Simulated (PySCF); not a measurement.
Species: C2H8Ge2S.
Bonds: C1–C2, C2–S3 (double), C2–Ge4, Ge4–Ge5. Hydrogens: H6, H7, H8 on C1; H9, H10 on Ge4; H11, H12, H13 on Ge5.

Method used: PBE0-D3(BJ)/def2-SVP geometry optimisation, gas phase in PySCF 2.14.0.

What internal coordinates does the optimisation give?

| bond | length (Å) |
| --- | --- |
| C1–C2 | 1.492 |
| C2=S3 | 1.625 |
| C2–Ge4 | 1.976 |
| Ge4–Ge5 | 2.423 |
| C1–H6, C1–H7, C1–H8 | 1.103 |
| Ge4–H9 | 1.535 |
| Ge4–H10 | 1.546 |
| Ge5–H11, Ge5–H12, Ge5–H13 | 1.539 |

Bonds in one row agree within 0.01 Å and their mean is given. A selection of angles:
| angle | degrees |
| --- | --- |
| C2–C1–H6 | 110.4 |
| C2–C1–H8 | 111.6 |
| H6–C1–H7 | 105.9 |
| H6–C1–H8 | 109.7 |
| C1–C2–S3 | 123.7 |
| C1–C2–Ge4 | 118.1 |
| S3–C2–Ge4 | 118.2 |
| C2–Ge4–Ge5 | 105.6 |
| C2–Ge4–H9 | 108.8 |
| C2–Ge4–H10 | 110.5 |
| Ge5–Ge4–H9 | 111.8 |
| Ge5–Ge4–H10 | 110.3 |
| H9–Ge4–H10 | 109.7 |
| Ge4–Ge5–H11 | 111.5 |
| Ge4–Ge5–H12 | 109.1 |
| H11–Ge5–H12 | 108.6 |

Torsions: C1–C2–Ge4–Ge5 -97° (anticlinal). The mirror-image conformer, all signs reversed, is as good.

Ge4 (germanium bonded to C, Ge and 2 H) is distorted tetrahedral (angles from 105.6° to 111.8°). Ge5 (germanium bonded to Ge and 3 H) is tetrahedral (angles from 108.6° to 111.5°).

Point group: C1 (no symmetry element, even within 0.4 Å). Stationary, but not proved a minimum. One conformer, not necessarily the lowest.
